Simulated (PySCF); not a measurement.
## Finite-field polarisability of S (sulfur, neutral)

[Ne] 3s2 3p4, high-spin 3P determinant. Calculation: PySCF 2.14, in aug-cc-pV(Q+d)Z; no relativity, point nucleus. Frozen: [Ne]. Energy changes in a uniform field (μhartree):

```json
{"axis": "x", "F (au)": "0.0033", "HF": "-98.126", "MP2": "-99.803", "CCSD": "-99.101", "CCSD(T)": "-99.675"}
{"axis": "x", "F (au)": "0.0066", "HF": "-392.663", "MP2": "-399.401", "CCSD": "-396.591", "CCSD(T)": "-398.895"}
{"axis": "y", "F (au)": "0.0031", "HF": "-102.716", "MP2": "-105.597", "CCSD": "-104.696", "CCSD(T)": "-105.629"}
{"axis": "y", "F (au)": "0.0062", "HF": "-411.242", "MP2": "-422.824", "CCSD": "-419.196", "CCSD(T)": "-422.948"}
```

By symmetry the remaining axis equals x.

Question: Derive α along x at CCSD(T) from the two fields.

Answer: With ΔE = −αF²/2 − γF⁴/24, α = −(16 ΔE(F) − ΔE(2F))/(6F²) = 18.30 bohr³.

Question: And the mean polarisability at each level?

Answer: The components xx, yy, zz at CCSD(T) are 18.30, 21.98, 18.30, the third axis being equal by symmetry to one of the two computed. Means: HF 19.14, MP2 19.54, CCSD 19.39, CCSD(T) 19.53 bohr³. Reference: 19.4 ± 0.1 bohr³ (recommended; Schwerdtfeger and Nagle, table of static dipole polarizabilities (2023 update)).
